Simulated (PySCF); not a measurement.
F2OS, SMILES O=S(F)F. Geometry: B3LYP-D3(BJ)/def2-TZVP.

All values below come from B3LYP-D3(BJ)/def2-TZVP (PySCF 2.14.0).

Harmonic wavenumbers (cm⁻¹): 359, 384, 514, 717, 788, 1339. Rotational constants (GHz): 8.360, 8.216, 4.845; symmetry number 1.

Work out the zero-point energy and the ideal-gas rigid-rotor harmonic-oscillator thermochemistry at 298.15 K and 1 atm.

ZPE = ½ Σ hcν = ½ × 4102 cm⁻¹ = 24.53 kJ/mol. H − E(el) = 37.31 kJ/mol. Entropy in J/(mol K): translation 164.31, rotation 102.02, vibration 13.81, total 280.13. G − E(el) = -46.22 kJ/mol. Cp = 57.85 J/(mol K).
